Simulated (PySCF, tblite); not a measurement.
C₅H₁₀FOPSi.
SMILES: `CC(=O)P1C[C@H](F)[C@H]1[SiH3]`

Jobs on this species (19 atoms, 86 electrons) with PySCF (density fitting) and tblite. Hardware of each: Arm Neoverse V2, one thread, shared host. Times come from a shared host and carry two figures at best.

Task: Rank these jobs by wall time, shortest first.
A. CAM-B3LYP/def2-SVPD; 10 singlets by full TDDFT, 4 Tamm–Dancoff triplets, polarisability, ΔSCF ions; 274 basis functions
B. PBE/pcSseg-1; shieldings, ring-centre shieldings; 217 basis functions
C. delta-SCF UKS SCAN, pcX-2 on the ionised atom, pcseg-1 elsewhere, spin-free X2C; ΔSCF core ionisation, 11 holes; 226 basis functions
D. GFN2-xTB; L-BFGS relaxation

Result: D (0.93 s), B (48 s), C (3.0 min), A (5.3 min).

All jobs:

```json
{"level and settings": "GFN2-xTB", "work": "Hessian by finite differences", "basis functions": "–", "SCF cycles": "–", "wall time": "0.71 s"}
{"level and settings": "GFN2-xTB", "work": "L-BFGS relaxation", "basis functions": "–", "SCF cycles": "–", "wall time": "0.93 s"}
{"level and settings": "PBE0/pcSseg-1, IEF-PCM methanol", "work": "shieldings, ring-centre shieldings", "basis functions": "217", "SCF cycles": "14", "wall time": "34 s"}
{"level and settings": "PBE0/pcSseg-1, IEF-PCM chloroform", "work": "shieldings, ring-centre shieldings, charges and field gradients", "basis functions": "217", "SCF cycles": "14", "wall time": "36 s"}
{"level and settings": "PBE0/pcSseg-1", "work": "shieldings, ring-centre shieldings, charges and field gradients", "basis functions": "217", "SCF cycles": "14", "wall time": "36 s"}
{"level and settings": "PBE/pcSseg-1", "work": "shieldings, ring-centre shieldings", "basis functions": "217", "SCF cycles": "17", "wall time": "48 s"}
{"level and settings": "PBE0-D3(BJ)/def2-SVP, grid level 1", "work": "geometry optimisation from a GFN2-xTB start shaken at random", "basis functions": "184", "SCF cycles": "56", "wall time": "2.1 min"}
{"level and settings": "delta-SCF UKS SCAN, pcX-2 on the ionised atom, pcseg-1 elsewhere, spin-free X2C", "work": "ΔSCF core ionisation, 11 holes", "basis functions": "226", "SCF cycles": "196", "wall time": "3.0 min"}
{"level and settings": "CAM-B3LYP/def2-SVPD", "work": "10 singlets by full TDDFT, 4 Tamm–Dancoff triplets, polarisability, ΔSCF ions", "basis functions": "274", "SCF cycles": "14", "wall time": "5.3 min"}
```

Task: What do all jobs in the table cost together?

Result: About 13 min; the longest takes about 41 % of that, and about 450 times as long as the shortest.
